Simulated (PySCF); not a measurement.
PySCF input for germylsilane anion (GeH6Si), SMILES [SiH3][GeH3] (connectivity only; charge and spin as stated), charge -1, multiplicity 2, PBE-D3(BJ)/def2-SVPD. Coordinates come from a PBE-D3(BJ)/def2-SVPD optimisation. The multiplicity is an assumed one; other spin states were not compared.

```python
import numpy as np
from pyscf import gto, scf, dft, df
from pyscf.hessian import thermo

mol = gto.M(
    atom='''
    Si   -1.77859270    0.03205128    0.00000000
    Ge    0.85790260   -0.01088508   -0.00000000
    H    -2.06405324   -0.88792997    1.18767959
    H    -3.11687186    0.86704475   -0.00000001
    H    -2.06405324   -0.88793000   -1.18767956
    H     2.14178127   -1.03531123    0.00000002
    H     1.27530588    0.92186559   -1.21489497
    H     1.27530588    0.92186562    1.21489495
    ''',
    basis='def2-SVPD',
    charge=-1,
    spin=1,
    max_memory=1600,
    verbose=3,
)
mf = dft.UKS(mol, xc='pbe').density_fit(auxbasis='def2-universal-jkfit')
mf.disp = 'd3bj'
mf.grids.level = 3
mf.conv_tol = 1e-11
mf.max_cycle = 100
mf.kernel()
fine, coarse = mf.grids, dft.Grids(mol).set(level=1).build(with_non0tab=True)
for _ in range(3):  # follow internal instabilities
    mf.grids = coarse
    mo, _, stable, _ = mf.stability(return_status=True, nroots=4)
    mf.grids = fine
    if stable:
        break
    mf.kernel(mf.make_rdm1(mo, mf.mo_occ))

# [left out here: the lines that compute and print the analytic Hessian (its translational invariance restored by hand, since the grid's response is missing), thermochemistry and intensities]
```

It prints:

```

WARN: HOMO -0.133239401644864 >= LUMO -0.133239401644865

converged SCF energy = -2369.24041418969  <S^2> = 0.75418569  2S+1 = 2.0041813
<class 'pyscf.df.df_jk.DFUKS'> wavefunction is stable in the internal stability analysis

WARN: DFTD3 does not support analytical Hessian, using finite difference


WARN: Mole.unit (angstrom) is changed to Bohr

Mode                                 0                   1                   2
Irrep
Freq [cm^-1]                      137.5842            176.3005            206.5765
Reduced mass [au]                   1.0135              9.8992              1.0285
Force const [Dyne/A]                0.0113              0.1813              0.0259
Char temp [K]                     197.9530            253.6571            297.2176
Normal mode                   x     y     z       x     y     z       x     y     z
       0  Si                -0.00  0.00  0.01   -0.15  0.00  0.00    0.01 -0.01  0.00
       1  Ge                 0.00  0.00  0.00    0.06 -0.00 -0.00    0.00 -0.01  0.00
       2   H                -0.06 -0.38 -0.29   -0.15 -0.01 -0.00   -0.23  0.07 -0.00
       3   H                -0.00 -0.00  0.23   -0.14  0.01 -0.00    0.29  0.40 -0.00
       4   H                 0.06  0.38 -0.29   -0.15 -0.01  0.00   -0.23  0.07 -0.00
       5   H                -0.00 -0.00  0.25    0.07  0.03 -0.00    0.42  0.46 -0.00
       6   H                -0.06 -0.34 -0.28    0.05  0.01  0.00   -0.31  0.14  0.01
       7   H                 0.06  0.34 -0.28    0.05  0.01 -0.00   -0.31  0.14 -0.01
Mode                                 3                   4                   5
Irrep
Freq [cm^-1]                      245.6614            425.8498            469.0535
Reduced mass [au]                   1.0248              1.1735              1.1601
Force const [Dyne/A]                0.0364              0.1254              0.1504
Char temp [K]                     353.4521            612.7030            674.8635
Normal mode                   x     y     z       x     y     z       x     y     z
       0  Si                 0.00  0.00  0.01   -0.00  0.00 -0.06    0.00 -0.06 -0.00
       1  Ge                -0.00  0.00  0.01    0.00 -0.00  0.02    0.00  0.02  0.00
       2   H                -0.31  0.00 -0.06    0.38  0.07  0.09   -0.30  0.06  0.01
       3   H                -0.00 -0.00 -0.39   -0.00 -0.00  0.48    0.35  0.49  0.00
       4   H                 0.31 -0.00 -0.06   -0.38 -0.07  0.09   -0.30  0.06 -0.01
       5   H                -0.00 -0.00 -0.50    0.00  0.00 -0.35   -0.28 -0.37 -0.00
       6   H                -0.41 -0.01 -0.14   -0.26 -0.06 -0.12    0.19 -0.11 -0.02
       7   H                 0.41  0.01 -0.14    0.26  0.06 -0.12    0.19 -0.11  0.02
Mode                                 6                   7                   8
Irrep
Freq [cm^-1]                      756.0520            813.7415            824.8486
Reduced mass [au]                   1.0514              1.0166              1.0485
Force const [Dyne/A]                0.3541              0.3966              0.4203
Char temp [K]                    1087.7905           1170.7928           1186.7735
Normal mode                   x     y     z       x     y     z       x     y     z
       0  Si                -0.02 -0.01  0.00   -0.00  0.00 -0.01    0.03  0.02 -0.00
       1  Ge                -0.02 -0.00 -0.00    0.00 -0.00 -0.01   -0.00 -0.01  0.00
       2   H                 0.20  0.07  0.09   -0.07  0.06  0.02   -0.31 -0.30 -0.30
       3   H                 0.13  0.16  0.00    0.00 -0.00  0.15   -0.10 -0.13  0.00
       4   H                 0.20  0.07 -0.09    0.07 -0.06  0.02   -0.31 -0.30  0.30
       5   H                 0.31  0.32  0.00   -0.00 -0.00  0.64   -0.02 -0.02 -0.00
       6   H                 0.51  0.05  0.18   -0.45  0.25  0.05    0.16  0.30  0.27
       7   H                 0.51  0.05 -0.18    0.45 -0.25  0.05    0.16  0.30 -0.27
Mode                                 9                  10                  11
Irrep
Freq [cm^-1]                      843.0545            893.7359            903.2784
Reduced mass [au]                   1.0312              1.0469              1.0194
Force const [Dyne/A]                0.4318              0.4927              0.4900
Char temp [K]                    1212.9677           1285.8870           1299.6165
Normal mode                   x     y     z       x     y     z       x     y     z
       0  Si                 0.02  0.02 -0.00   -0.03  0.02 -0.00    0.00 -0.00 -0.02
       1  Ge                -0.01  0.01  0.00    0.00  0.00 -0.00   -0.00 -0.00 -0.00
       2   H                -0.19 -0.18 -0.19    0.37 -0.40 -0.23   -0.48  0.20  0.04
       3   H                -0.08 -0.10  0.00    0.26  0.41  0.00   -0.00 -0.00  0.63
       4   H                -0.19 -0.18  0.19    0.37 -0.40  0.23    0.48 -0.20  0.04
       5   H                 0.24  0.28 -0.00   -0.05 -0.08 -0.00    0.00  0.00 -0.11
       6   H                 0.15 -0.45 -0.28   -0.10 -0.01 -0.05    0.11 -0.04  0.00
       7   H                 0.15 -0.45  0.28   -0.10 -0.01  0.05   -0.11  0.04  0.00
Mode                                12                  13                  14
Irrep
Freq [cm^-1]                     1571.6376           1724.2901           1877.8875
Reduced mass [au]                   1.0212              1.0343              1.0181
Force const [Dyne/A]                1.4862              1.8119              2.1153
Char temp [K]                    2261.2366           2480.8695           2701.8620
Normal mode                   x     y     z       x     y     z       x     y     z
       0  Si                -0.01  0.01  0.00    0.02 -0.02 -0.00   -0.00  0.00  0.00
       1  Ge                -0.01  0.01  0.00   -0.00  0.00  0.00    0.00  0.01 -0.00
       2   H                -0.00  0.01 -0.01    0.02 -0.01  0.01    0.01 -0.01  0.01
       3   H                 0.19 -0.18 -0.00   -0.79  0.52  0.00    0.04 -0.02 -0.00
       4   H                -0.00  0.01  0.01    0.02 -0.01 -0.01    0.01 -0.01 -0.01
       5   H                 0.71 -0.63 -0.00    0.21 -0.16 -0.00    0.05 -0.01 -0.00
       6   H                -0.01  0.03 -0.03   -0.01 -0.01  0.02   -0.16 -0.39  0.56
       7   H                -0.01  0.03  0.03   -0.01 -0.01 -0.02   -0.16 -0.39 -0.56
Mode                                15                  16                  17
Irrep
Freq [cm^-1]                     1891.9556           2000.7124           2013.5148
Reduced mass [au]                   1.0236              1.0318              1.0485
Force const [Dyne/A]                2.1588              2.4333              2.5046
Char temp [K]                    2722.1029           2878.5798           2896.9996
Normal mode                   x     y     z       x     y     z       x     y     z
       0  Si                 0.00  0.00  0.00    0.01  0.03 -0.00    0.00  0.00  0.04
       1  Ge                -0.00  0.00 -0.01   -0.00  0.00 -0.00    0.00 -0.00  0.00
       2   H                 0.01  0.03 -0.04   -0.11 -0.40  0.55    0.12  0.42 -0.53
       3   H                -0.00  0.00  0.00    0.01  0.02  0.00   -0.00  0.00  0.01
       4   H                -0.01 -0.03 -0.04   -0.11 -0.40 -0.55   -0.12 -0.42 -0.53
       5   H                 0.00 -0.00 -0.01    0.01 -0.01 -0.00    0.00 -0.00  0.00
       6   H                -0.18 -0.42  0.53    0.01  0.00 -0.01    0.01  0.03 -0.04
       7   H                 0.18  0.42  0.53    0.01  0.00  0.01   -0.01 -0.03 -0.04
temperature 298.1500 [K]
pressure 101325.00 [Pa]
Rotational constants [GHz] 45.98866 2.92355 2.91260
Symmetry number 1
Zero-point energy (ZPE) 0.04050 [Eh]   106322.505 [J/mol]
                           tot       elec      trans        rot        vib
Entropy [J/mol/K]       323.302      5.763    166.996    101.343     49.200
Cv [J/mol/K]             82.782      0.000     12.472     12.472     57.839
Cp [J/mol/K]             91.097      0.000     20.786     12.472     57.839
Internal energy [J/mol]                      3718.434   3718.434 114887.876
Internal energy [Eh]   -2369.19382  -2369.24041
Enthalpy [J/mol]                             6197.391   3718.434 114887.876
Enthalpy [Eh]          -2369.19288
Gibbs free energy [J/mol]                  -43592.538 -26496.839 100218.883
Gibbs free energy [Eh] -2369.22959
mode   freq/cm-1   IR/(km/mol)
   1      137.58         3.744
   2      176.30         0.839
   3      206.58        29.550
   4      245.66        22.072
   5      425.85         0.629
   6      469.05         6.739
   7      756.05       475.976
   8      813.74        36.222
   9      824.85        35.869
  10      843.05        45.450
  11      893.74       144.283
  12      903.28        17.604
  13     1571.64      1336.965
  14     1724.29       463.418
  15     1877.89       233.289
  16     1891.96       254.316
  17     2000.71       151.087
  18     2013.51       257.933
max |gradient| / (hartree/bohr): 5.502364987283219e-05
APT charges: [ 0.5373  0.5555 -0.2845 -0.4558 -0.2845 -0.4515 -0.3083 -0.3083]
```

The run converged.
